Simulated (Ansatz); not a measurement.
Consider the ligand exchange at the Al–Br bond: `[F][Al]([F])[Br]` + NH₃ → `[NH2][Al]([F])[F]` + HBr.

Gas-phase electronic energies from Ansatz, PBE0-D4/def2-TZVP geometries. CCSD(T)/CBS is the MP2 limit (def2-TZVPP, def2-QZVPP) plus CCSD(T) − MP2 in def2-TZVPP, frozen cores. This one scheme is used for every species. DFT in def2-TZVPP. HSE06 is defined as in plane-wave codes. For Br outer-core shells are correlated without core-valence functions, which leaves a few kJ/mol of doubt a bond. Scalar relativity is left out up to krypton. One conformer a species, not always the lowest.

```json
{"level": "BLYP-D4", "ΔE (kJ/mol)": "52.9", "difference from CCSD(T)/CBS": "-8.2"}
{"level": "r2SCAN-D4", "ΔE (kJ/mol)": "60.4", "difference from CCSD(T)/CBS": "-0.7"}
{"level": "B97M-V", "ΔE (kJ/mol)": "60.0", "difference from CCSD(T)/CBS": "-1.1"}
{"level": "r2SCANh-D4", "ΔE (kJ/mol)": "61.1", "difference from CCSD(T)/CBS": "0.0"}
{"level": "r2SCAN0-D4", "ΔE (kJ/mol)": "62.0", "difference from CCSD(T)/CBS": "0.9"}
{"level": "BLYP", "ΔE (kJ/mol)": "52.7", "difference from CCSD(T)/CBS": "-8.4"}
{"level": "HSE06", "ΔE (kJ/mol)": "61.9", "difference from CCSD(T)/CBS": "0.8"}
{"level": "BHLYP", "ΔE (kJ/mol)": "57.6", "difference from CCSD(T)/CBS": "-3.5"}
{"level": "CAM-B3LYP", "ΔE (kJ/mol)": "51.6", "difference from CCSD(T)/CBS": "-9.5"}
{"level": "LC-ωPBE", "ΔE (kJ/mol)": "56.4", "difference from CCSD(T)/CBS": "-4.7"}
{"level": "RPA@PBE/def2-TZVPP", "ΔE (kJ/mol)": "53.5", "difference from CCSD(T)/CBS": "-7.6"}
{"level": "MP2/def2-SVP", "ΔE (kJ/mol)": "57.1", "difference from CCSD(T)/CBS": "-4.0"}
{"level": "HF/def2-TZVPP", "ΔE (kJ/mol)": "64.2", "difference from CCSD(T)/CBS": "3.1"}
{"level": "MP2/def2-TZVPP", "ΔE (kJ/mol)": "59.5", "difference from CCSD(T)/CBS": "-1.6"}
{"level": "SCS-MP2/def2-TZVPP", "ΔE (kJ/mol)": "57.2", "difference from CCSD(T)/CBS": "-3.9"}
{"level": "MP2/CBS(def2)", "ΔE (kJ/mol)": "63.8", "difference from CCSD(T)/CBS": "2.7"}
{"level": "CCSD(T)/CBS", "ΔE (kJ/mol)": "61.1", "difference from CCSD(T)/CBS": "0"}
```

Question: What do rigid-rotor, harmonic-oscillator terms from PBE0-D4/def2-TZVP frequencies (298.15 K, 1 bar) make of the CCSD(T)/CBS value? (Best estimate.)

Answer: Ansatz gave: ΔZPE = -9.9 kJ/mol, ΔH = +51.0 kJ/mol, ΔS = -5 J/(mol·K), ΔG = +52.7 kJ/mol.

Largest T1 diagnostic among the species: 0.012.

At CCSD(T), def2-SVP lies −6.5 kJ/mol from the extrapolated value and def2-TZVPP −4.3 kJ/mol. From BLYP to BHLYP (50 % exact exchange), in def2-TZVPP and without D4, ΔE moves by +4.9 kJ/mol. In def2-TZVPP, CCSD(T) changes the Hartree–Fock value by −7.4 kJ/mol (the triples alone add +0.3 kJ/mol) and MP2 by −4.7 kJ/mol.
